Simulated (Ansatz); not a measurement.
`[SH][Sn]([SH])([Cl])[Cl]` and `C[O][Sn]([SH])([Cl])[Cl]` differ in one atom or group.

Ansatz, PBE0-D4/def2-TZVP geometries, multiplicity 1. Each molecule was computed in one conformer, which needn't be the lowest.

Elements past krypton have def2 core potentials.

| property | `[SH][Sn]([SH])([Cl])[Cl]` |
| --- | --- |
| size of the dipole moment (B3LYP/def2-TZVPP) / D | 0.83 |
| size of the dipole moment (PBE/def2-TZVPP) / D | 0.77 |
| HOMO–LUMO gap (PBE0/def2-TZVPP) / eV | 5.69 |
| LUMO energy (PBE0/def2-TZVPP) / eV | -2.57 |
| HOMO energy (PBE0/def2-TZVPP) / eV | -8.26 |
| HOMO energy (ωB97M-V/def2-TZVPP) / eV | -10.45 |

(1) What does the change do to each property? (An estimate is asked.)

Answers

(1) Computed: 
```
                                        property  `C[O][Sn]([SH])([Cl])[Cl]`  shift
size of the dipole moment (B3LYP/def2-TZVPP) / D                        1.59   0.76
  size of the dipole moment (PBE/def2-TZVPP) / D                        1.65   0.88
            HOMO–LUMO gap (PBE0/def2-TZVPP) / eV                        5.86   0.17
              LUMO energy (PBE0/def2-TZVPP) / eV                       -2.41   0.16
              HOMO energy (PBE0/def2-TZVPP) / eV                       -8.27  -0.01
           HOMO energy (ωB97M-V/def2-TZVPP) / eV                      -10.50  -0.05
```

Dipoles are sizes alone; their direction can turn.

B3LYP here is the variant with VWN-RPA as its local correlation; programs differ in this.
